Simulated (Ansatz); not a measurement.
`CBBF` + H₂ → `BBC` + H–F at 600 K and 1 bar (hydrogenolysis of a B–F bond).

Isolated molecules relaxed with PBE0-D4/def2-TZVP in Ansatz; ΔE leaves out vibrations. CBS: MP2 limit from def2 TZ/QZ plus the TZ coupled-cluster correction, frozen cores. This one scheme is used for every species. Each species was taken in one conformer, which may not be the lowest.

```tsv
species	CCSD(T)/CBS energy (Eh)	H − E (kJ/mol)	S (J/(mol·K))
`CBBF`	-190.46132	216.1	384.8
H₂	-1.17544	43.9	150.8
`BBC`	-91.20122	224.9	362.1
H–F	-100.39570	42.3	194.0
```

H − E and S are ideal-gas, rigid-rotor, harmonic terms from PBE0-D4/def2-TZVP, for one conformer and one mirror image of each species. The MP2-based limit puts H₂ 0.8 mEh under its directly extrapolated value; such offsets cancel only in part. 1 Eh = 2625.50 kJ/mol, R = 8.31446 J/(mol·K).

Q: By hand: ΔE, ΔH, ΔS and ΔG.

A: ΔE = (-91.20122) + (-100.39570) − (-190.46132) − (-1.17544) = 0.03984 Eh = 104.6 kJ/mol. Δ(H − E) = 224.9 + 42.3 − 216.1 − 43.9 = 7.2, so ΔH = 111.8 kJ/mol. ΔS = 362.1 + 194.0 − 384.8 − 150.8 = 20.5 J/(mol·K). ΔG = 111.8 − 600 × (20.5)/1000 = 99.5 kJ/mol.

Q: By hand: the equilibrium constant, and the temperature at which ΔG would vanish if ΔH and ΔS stayed fixed.

A: log₁₀ K = −ΔG/(RT ln 10) = -8.7. ΔG = 0 at ΔH/ΔS = 5454 K, far beyond where these terms or the molecules hold.

ΔH outweighs TΔS. A doubt of 5 kJ/mol in ΔE shifts log₁₀ K by 0.4 here. Other conformers and mirror images would add mixing entropy, several J/(mol·K) or more a flexible species. These are equilibria of isolated gas molecules and say nothing of rates. Largest T1 diagnostic: 0.012 (customary marks: 0.02 for closed shells, 0.045 for open ones).
